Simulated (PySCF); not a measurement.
**Vertical excitation energies**

C3H7NO3Si.
Structure used (GFN2-xTB), in Å, numbered top down from 1:
```
atom  x, y, z in Å
N1    -2.9903   -0.4384    1.3254
C2    -2.1340    0.0361    0.4092
O3    -2.4362    0.6652   -0.5810
C4    -0.6753   -0.3172    0.7631
O5    -0.4155   -0.9448    1.7575
C6     0.3163    0.1988   -0.2439
O7     1.6153   -0.1272    0.0935
Si8    2.9999    0.2148   -0.6816
H9    -3.9811   -0.2891    1.2349
H10   -2.6193   -0.9503    2.1115
H11    0.1747    1.2869   -0.3157
H12    0.0339   -0.2143   -1.2230
H13    3.1810    1.6643   -0.8063
H14    2.9922   -0.3521   -2.0340
H15    3.9338   -0.4249    0.2261
```

Method used: TDDFT CAM-B3LYP/def2-SVPD, vertical, gas phase, core orbitals frozen in the response (PySCF).

Q: What does the calculation give for the low-lying excited states?

A: 

```tsv
state	E (eV)	λ (nm)	f	symmetry	main configurations (H = HOMO, L = LUMO)
S1	3.49	355.1	0.0000	–	H→L (96%)
S2	5.42	228.7	0.0000	–	H-4→L (81%)
S3	5.76	215.3	0.029	A′	H-1→L (81%), H-2→L (17%)
S4	6.16	201.4	0.072	A′	H-2→L (78%), H-1→L (15%)
S5	6.74	184.0	0.0008	–	H-3→L (78%), H-6→L (16%)
S6	7.00	177.2	0.0024	A′	H→L+1 (69%), H→L+2 (14%)
S7	7.22	171.8	0.0029	A″	H-1→L+1 (47%), H-2→L+1 (39%)
S8	7.63	162.5	0.015	A′	H→L+3 (34%), H→L+2 (28%), H→L+1 (15%)
```

Triplets (Tamm–Dancoff): T1 2.98 eV, H→L (94%); T2 4.37 eV, H-1→L (57%), H-2→L (33%); T3 4.93 eV, H-4→L (77%).

The lowest singlet comes at 355 nm (337 kJ/mol) in the ultraviolet; it is dark (f under 0.0005); its leading configuration is HOMO→LUMO (96%). The most intense listed level is S4 at 6.16 eV (201 nm, f = 0.072), 2.66 eV above S1. Löwdin shares by element: HOMO oxygen 63% or more, carbon 19% or more (atoms not listed hold the other 18%); LUMO carbon 44% or more, oxygen 39% or more (atoms not listed hold the other 18%). The oscillator strengths of these states sum to 0.122; summed over the whole spectrum of an exact calculation they would give the number of electrons, 70 (Thomas–Reiche–Kuhn). Weighted by f, the mean energy of these states is 6.29 eV. Orbital energies (eV): HOMO-3 -10.66, HOMO-2 -10.03, HOMO-1 -9.82, HOMO -8.92, LUMO -0.97, LUMO+1 0.82, LUMO+2 1.29. No computed singlet lies in the visible range (380 to 750 nm); the lowest, at 355 nm, stands 0.23 eV above its violet end (3.26 eV); a Tamm–Dancoff triplet lies at 417 nm, without intensity as long as spin–orbit coupling is left out. Symmetry labels in Cs follow from the direction of the transition dipole and are given only for states with f of 0.002 or more. Singlets were solved by full linear response, triplets in the Tamm–Dancoff approximation.

One conformer stands for the species.
